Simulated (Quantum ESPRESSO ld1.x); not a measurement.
The numbers below are computed, except where a source is named.
All-electron atom: Sm+ in [Xe] 4f6 6s1.

Code: ld1.x of Quantum ESPRESSO 7.5. Model: scalar-relativistic Kohn-Sham, exchange-only LDA, spin-polarised, spherical densities, point nucleus; open shells are filled with parallel spins first.

Energy parts (eV):
| part | energy |
|---|---|
| total | -283378.0 |
| kinetic | 302991.8 |
| electron-nucleus | -690023.0 |
| Hartree | 109694.7 |
| exchange | -6041.4 |

Orbitals (lengths in bohr, moments of r in powers of bohr; r(max) is where P^2 peaks):
| orbital | occ. | eigenvalue (eV) | r(max) | <r> |
|---|---|---|---|---|
| 1s up | 1 | -46637.3 | 0.01450 | 0.02276 |
| 1s down | 1 | -46637.3 | 0.01450 | 0.02276 |
| 2s up | 1 | -7624.65 | 0.08222 | 0.09707 |
| 2s down | 1 | -7624.58 | 0.08222 | 0.09707 |
| 2p up | 3 | -6804.76 | 0.06636 | 0.08550 |
| 2p down | 3 | -6804.71 | 0.06636 | 0.08550 |
| 3s up | 1 | -1673.55 | 0.2339 | 0.2553 |
| 3s down | 1 | -1671.52 | 0.2338 | 0.2552 |
| 3p up | 3 | -1417.25 | 0.2293 | 0.2536 |
| 3p down | 3 | -1415.24 | 0.2291 | 0.2534 |
| 3d up | 5 | -1069.26 | 0.1877 | 0.2312 |
| 3d down | 5 | -1067.69 | 0.1875 | 0.2310 |
| 4s up | 1 | -337.176 | 0.5396 | 0.5798 |
| 4s down | 1 | -332.185 | 0.5393 | 0.5795 |
| 4p up | 3 | -252.935 | 0.5632 | 0.6140 |
| 4p down | 3 | -247.939 | 0.5628 | 0.6138 |
| 4d up | 5 | -134.745 | 0.5878 | 0.6716 |
| 4d down | 5 | -129.769 | 0.5873 | 0.6720 |
| 5s up | 1 | -49.2749 | 1.255 | 1.403 |
| 5s down | 1 | -46.1391 | 1.267 | 1.423 |
| 5p up | 3 | -29.0306 | 1.426 | 1.653 |
| 5p down | 3 | -26.5004 | 1.448 | 1.682 |
| 4f up | 6 | -8.7359 | 0.6138 | 0.9954 |
| 6s up | 1 | -8.4364 | 3.434 | 3.894 |
| 6s down | 0 | -6.3454 | 3.413 | 3.984 |
| 4f down | 0 | -4.3848 | 0.6163 | 1.082 |

The highest occupied level is 6s up at -8.436 eV. Summed over all electrons, <r^2> = 58.56 bohr^2, which gives a Langevin (diamagnetic) susceptibility term of -46.4 x 10^-6 cm^3/mol.
